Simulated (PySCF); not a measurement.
Calculation: PBE0-D4/def2-TZVP (PySCF). Isolated molecules, 0 K electronic values unless said otherwise. Excitations are Tamm–Dancoff values on a coarser integration grid. The basis has no diffuse functions, so Rydberg states are missing or too high.

Reference species (SMILES): `[SiH3]Cl` (neutral, multiplicity 1).

The HOMO is -9.03 eV and the S1–T1 gap (TDA) is 0.44 eV. The HOMO–LUMO gap comes out as 8.95 eV.

After one change: the HOMO goes up by 0.28 eV; the S1–T1 gap (TDA) increases by 0.03 eV; the HOMO–LUMO gap increases by 0.26 eV.

Question: What was changed between the two runs? The new species is one of these.
A) `Cl[SiH2]Br`
B) `C[SiH2]Cl`
C) `CC#C[SiH2]Cl`
D) `Cl[SiH2]I`

Answer: B, `C[SiH2]Cl`
